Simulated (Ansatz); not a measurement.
C₂H₉NSi⁺, that is Si(NMe2)H3 with one electron fewer. Charge 1, multiplicity 2. Geometry PBE0-D4/def2-SVP, that of the neutral singlet; atoms count from 1.

```xyz
13

Si    1.500   -0.592    0.327
N    -0.113   -0.117   -0.101
C    -0.360    0.776   -1.204
C    -1.191   -0.193    0.852
H    -1.288    0.494   -1.737
H     0.463    0.731   -1.934
H    -0.473    1.835   -0.892
H    -0.975   -0.947    1.625
H    -1.386    0.769    1.368
H    -2.133   -0.492    0.355
H     2.258   -0.844   -0.936
H     1.412   -1.834    1.155
H     2.285    0.416    1.122
```

Estimate the Mulliken populations from the PBE0/def2-TZVP orbitals of Ansatz.


| atom | charge (e) | spin (α − β) |
| --- | --- | --- |
| Si1 | 0.14 | -0.03 |
| N2 | 0.04 | 0.76 |
| C3 | -0.33 | -0.04 |
| C4 | -0.33 | -0.04 |
| H5 | 0.21 | 0.04 |
| H6 | 0.20 | 0.00 |
| H7 | 0.22 | 0.07 |
| H8 | 0.20 | 0.00 |
| H9 | 0.22 | 0.07 |
| H10 | 0.21 | 0.04 |
| H11 | 0.07 | 0.01 |
| H12 | 0.07 | 0.01 |
| H13 | 0.09 | 0.09 |
Mulliken values depend strongly on the basis.

Where does the spin sit?

Summed by element: Si -0.03, N 0.76, C -0.07, H 0.34, of 1 unpaired in all. Largest on single atoms: N2 0.76, H13 0.09, H7 0.07.

And the Mayer bond orders between heavy atoms (over 0.3)?

Si1–N2 0.96 (1.74 Å); N2–C3 0.99 (1.44 Å); N2–C4 0.99 (1.44 Å).
